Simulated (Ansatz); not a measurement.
A run for Ansatz (a quantum-chemistry and plane-wave program): R-PBE0/def2-TZVPPD on ClH6NSi (a complex), monomers drawn apart or pushed together. Files ending in .json are basis or fitting sets from the Basis Set Exchange.

Ansatz 0.2 input:
```yaml
crystal:
  periodic: [false, false, false]
  atoms:
    - {symbol: N, position_ang: [-0.09383993, -0.07481457, 0.31169613]}
    - {symbol: H, position_ang: [-0.30930572, 0.89874724, 0.49350779]}
    - {symbol: H, position_ang: [0.52874894, -0.11157917, -0.48725244]}
    - {symbol: H, position_ang: [-0.96141658, -0.52830540, 0.04871559]}
    - {symbol: Si, position_ang: [0.14034544, -1.37097112, 5.63962660]}
    - {symbol: Cl, position_ang: [-1.61432126, -0.26927513, 5.80085069]}
    - {symbol: H, position_ang: [0.42266628, -1.84581108, 7.01414036]}
    - {symbol: H, position_ang: [1.24436150, -0.50502471, 5.19685709]}
    - {symbol: H, position_ang: [-0.07127547, -2.53565808, 4.76579227]}
basis:
  gaussian:
    orbitals: def2-TZVPPD.json
hamiltonian:
  xc: {name: PBE0}
scf: {lower_state_search: off}
```

It printed:

```
Functional definition: PBE0
[...]
these checks for a lower state are left out or cut short: stability, starts, cluster_reference, orbital_swaps, neighbouring_geometries, increment
integrals: 0.14 GiB planned
1189 factors; their error is unknown
mean field: 1.14 GiB planned
mean field evaluation 1: about -21975.5515 eV, gradient 5.5e1 eV
mean field evaluation 2: about -21969.4097 eV, gradient 7.3e1 eV
mean field evaluation 4: about -21981.2201 eV, gradient 1.4e0 eV
mean field evaluation 8: about -21981.2755 eV, gradient 3.4e-1 eV
mean field evaluation 16: about -21981.2756 eV, gradient 8.7e-6 eV
mean field -21981.27559377 eV, -807.7969786273 hartree, gradient 8.7e-6 eV, S^2 0.000000; 0 other end points of the search recorded, 0 dependent functions left out
reference -21981.27564302 eV, -807.7969804371 hartree; 22, 22 occupied and 216, 216 virtual orbitals, 1189 factors
Total energy: -21981.27564302 eV, -807.7969804371 hartree
Checks for a lower state left out: stability, starts, cluster_reference, orbital_swaps, neighbouring_geometries, increment
```

The run converged.

Cost: around 5 core-seconds (rough).
